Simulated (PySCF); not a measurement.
# Al⁻ (aluminium, charge -1) across methods

[Ne] 3s2 3p2, high-spin 3P determinant. Computed with PySCF 2.14 in aug-cc-pV(T+d)Z with one added diffuse shell each of s, p, d, f type (7s6p5d3f, 71 functions), with the non-relativistic Hamiltonian (point nucleus).

```
 method  E (hartree)  mean ε 3s α (eV)  mean ε 3s β (eV)  mean ε 3p α (eV)  Σ⟨r²⟩ (bohr²)   ⟨S²⟩
 r2SCAN    -242.3576            -3.511            -2.476             0.975          104.7  2.010
 revPBE    -242.3393            -3.477            -2.600             0.939          131.2  2.004
    UHF   -241.87983            -6.862            -4.513            -0.611          74.66  2.018
    LDA    -241.3368            -3.653            -2.849             0.910          126.7  2.001
   PBE0    -242.2726            -4.273            -3.104             0.668          91.97  2.005
    PBE    -242.2528            -3.513            -2.653             0.936          128.2  2.004
wB97M-V    -242.3653            -6.390            -5.364            -0.462          84.80  2.004
```

Q: Estimate the same row for PBEsol.

A: E (hartree) = -241.7645; mean ε 3s α (eV) = -3.520; mean ε 3s β (eV) = -2.659; mean ε 3p α (eV) = 0.945; Σ⟨r²⟩ (bohr²) = 130.7; ⟨S²⟩ = 2.003.

The highest occupied level is positive at r2SCAN, revPBE, LDA, PBEsol, PBE0, PBE: only the finite basis holds that electron, which in a density functional comes from self-interaction.
